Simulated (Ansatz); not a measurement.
Input for Ansatz (an electronic-structure program): R-PBE/def2-TZVPPD on C3H8 (a complex), monomers drawn apart or pushed together. Files ending in .json are basis or fitting sets from the Basis Set Exchange.

Ansatz 0.2 input:
```yaml
crystal:
  periodic: [false, false, false]
  atoms:
    - {symbol: H, position_ang: [0.17127357, -0.04073139, 0.52810902]}
    - {symbol: H, position_ang: [0.20180037, -0.44200840, -0.09890561]}
    - {symbol: C, position_ang: [-0.44004663, 1.21492886, 2.96531045]}
    - {symbol: C, position_ang: [0.38967409, 0.21491943, 3.23460099]}
    - {symbol: C, position_ang: [0.03047834, -1.23599511, 3.19710569]}
    - {symbol: H, position_ang: [-1.47413368, 1.03480907, 2.69266216]}
    - {symbol: H, position_ang: [-0.11845689, 2.24753746, 3.00788263]}
    - {symbol: H, position_ang: [1.41777360, 0.44516684, 3.50224374]}
    - {symbol: H, position_ang: [0.20199491, -1.70733315, 4.16900864]}
    - {symbol: H, position_ang: [-1.01568738, -1.38123838, 2.92467043]}
    - {symbol: H, position_ang: [0.65017494, -1.77346225, 2.47344913]}
basis:
  gaussian:
    orbitals: def2-TZVPPD.json
hamiltonian:
  xc: {name: PBE}
scf: {lower_state_search: off}
```

The head of its log:

```
WARN ansatz: RAYON_NUM_THREADS=1 ignored (pool sized by the plan → 1); use --threads N
Functional definition: PBE
these checks for a lower state are left out or cut short: stability, starts, cluster_reference, orbital_swaps, neighbouring_geometries, increment
integrals: 0.11 GiB planned
994 factors; their error is unknown
mean field: 1.13 GiB planned
mean field evaluation 1: about -3224.5566 eV, gradient 7.0e1 eV
mean field evaluation 2: about -3205.1242 eV, gradient 1.1e2 eV
```

Give the final energy of this run.

-118.9451 hartree.
